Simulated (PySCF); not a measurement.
## Polarisability and C₆ of Pt²⁺ (platinum, charge +2)

[Xe] 4f14 5d8, high-spin 3F determinant. Calculation: PySCF 2.14, in aug-cc-pVTZ-PP with one added diffuse shell each of s, p, d, f, g type with ECP60MDF (7s7p6d4f3g, 113 functions); a scalar-relativistic core potential. Coupled (time-dependent) response in atomic units; α is the mean over directions.

```tsv
method	mean α (bohr³)	C₆ (like pair)	S(−4)
PBE0	9.448	61.36	20.16
```

S(−4) is the Cauchy moment in α(ω) = α(0) + S(−4) ω² + …

Spin-orbit coupling is absent.

α(iu) at PBE0:

| u (hartree) | α(iu) (bohr³) |
| --- | --- |
| 0 | 9.448 |
| 0.0500 | 9.398 |
| 0.100 | 9.254 |
| 0.200 | 8.747 |
| 0.300 | 8.081 |
| 0.500 | 6.727 |
| 0.750 | 5.353 |
| 1.00 | 4.327 |
| 1.50 | 2.960 |
| 2.00 | 2.130 |
| 3.00 | 1.231 |
| 5.00 | 0.5460 |

A single London oscillator, α(iu) = α/(1 + u²/ω²), gives C₆ = (3/4) ω α². Matching the computed C₆ needs ω = 4 × 61.36 / (3 × 9.448²) = 0.917 hartree.

For an ion, C₆ is the dispersion term alone; charge-induced terms of lower order in 1/R come first.

Energies and moments cover only the electrons outside the core potential. Spin-orbit coupling, absent here, splits the open shell strongly.
